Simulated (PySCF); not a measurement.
Spectrum to structure. Computed with PySCF 2.14.0, density-fitted response routines, TDDFT wB97X-D/def2-SVPD, vertical, gas phase, core orbitals frozen in the response. Geometries: GFN2-xTB, one conformer each.

| state | λ (nm) | f |
| --- | --- | --- |
| S1 | 189.5 | 0.107 |
| S2 | 179.8 | 0.084 |
| S3 | 176.7 | 0.028 |
| S4 | 164.5 | 0.029 |
| S5 | 159.8 | 0.032 |
| S6 | 158.6 | 0.037 |
| S7 | 154.2 | 0.146 |
| S8 | 153.8 | 0.081 |

Problem. Which structure fits? All have the formula C5H10NP.
A. `N=P1(C2CC2)CC1`
B. `P(CC)(N)CC#C`
C. `CCP(C)CC#N`

Solution. C. Its S1, at 6.54 eV, is the highest among the candidates; the nearest of the others has S1 at 5.61 eV. S1 is HOMO→LUMO (74%), HOMO→LUMO+1 (10%). Löwdin shares by element: HOMO phosphorus 61%, carbon 30% or more; LUMO carbon 33% or more, phosphorus 19% (atoms not listed hold the other 49%). At the same level the other candidates give, for their lowest levels:
- `C#CCP(N)CC`: 224 nm (f 0.050); 204 nm (f 0.110); 190 nm (f 0.013); 188 nm (f 0.007); 188 nm (f 0.001); T1 4.71 eV; HOMO -7.91, LUMO 2.17 eV
- `N=P1(C2CC2)CC1`: 221 nm (f 0.024); 191 nm (f 0.008); 187 nm (f 0.025); 181 nm (f 0.000); 180 nm (f 0.001); T1 5.21 eV; HOMO -7.88, LUMO 2.19 eV

The values belong to the conformer `[CH3:1][CH2:2][P:3]([CH3:4])[CH2:5][C:6]#[N:7]`: C1–C2–P3–C4 -79°, C2–P3–C5–C6 167°.
Triplets come from the Tamm–Dancoff approximation.
